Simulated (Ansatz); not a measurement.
## An elementary step

Start structure (MgH₃ClO₃, singlet), relaxed at PBE0-D4/def2-TZVP:

```csv
atom,x (Å),y (Å),z (Å)
Mg1,-0.7409,-0.0894,-0.8782
O2,1.0825,-0.2293,-0.9745
Cl3,-2.7892,0.1925,-1.6073
H4,1.2418,-0.1127,0.5984
O5,0.8542,-0.0413,1.5341
O6,-0.5344,-0.0078,1.1654
H7,1.7839,-0.3648,-1.6028
H8,-0.8979,0.6529,1.7649
```

The step: MgH₃ClO₃ ([OH][OH][Mg]([OH])[Cl]) → MgH₃ClO₃ ([OH2][Mg]1([Cl])[O][OH]1); bonds formed: Mg1–O5, O2–H4; bonds broken: H4–O5; bonds weakened to dative contacts: Mg1–O2. Ansatz 0.2.0; basis: def2-TZVPP and def2-QZVPP; cores frozen in the correlated methods. The outer core shell of Li, Na, Mg and K is correlated. The def2 sets are not built for correlating such inner shells, so the correlated values are less sure here. Extrapolation: Hartree–Fock as exp(−7.88 √X), correlation as X^−2.97. Energies below are by CCSD(T) at an estimated basis limit (MP2 extrapolated from triple and quadruple zeta, plus CCSD(T) − MP2 in triple zeta).

**Question.** What are the electronic barrier and the energy of the step, from the start structure to the end structure? (To be estimated.)

**Answer.** Computed: Barrier 4.56 kcal/mol; step energy -2.47 kcal/mol (downhill); reverse barrier, their difference, 7.03 kcal/mol. Barrier and step energy count from the start structure, the reverse barrier from the end structure.

The saddle point: One imaginary mode of 492i cm⁻¹.
```json
{"pair": "Mg1–O5", "start (Å)": "2.89", "saddle (Å)": "2.14", "end (Å)": "1.89"}
{"pair": "O2–H4", "start (Å)": "1.59", "saddle (Å)": "1.27", "end (Å)": "0.96"}
{"pair": "Mg1–O2", "start (Å)": "1.83", "saddle (Å)": "1.90", "end (Å)": "2.04"}
{"pair": "H4–O5", "start (Å)": "1.02", "saddle (Å)": "1.17", "end (Å)": "3.05"}
```

Zero-point energy (harmonic, PBE0-D4): ZPE is 27.49 kcal/mol at the start and 25.38 kcal/mol at the saddle, so the barrier goes from 4.56 to 2.45 kcal/mol.

T1 diagnostic: at most 0.012.

Labels in which every atom is bracketed show which atoms are joined, not bond orders.

For scale, one of the runs: CCSD(T)/def2-TZVPP, 209 basis functions, launched by `ansatz run in.yaml --threads 4 --pin off --events-out ev --progress --plain --max-ram 9574MiB`. Hardware: 4 CPU threads of a Oxide Virtual Turin-like, shared host. Wall time 2.3 min; peak host memory 3.3 GiB.
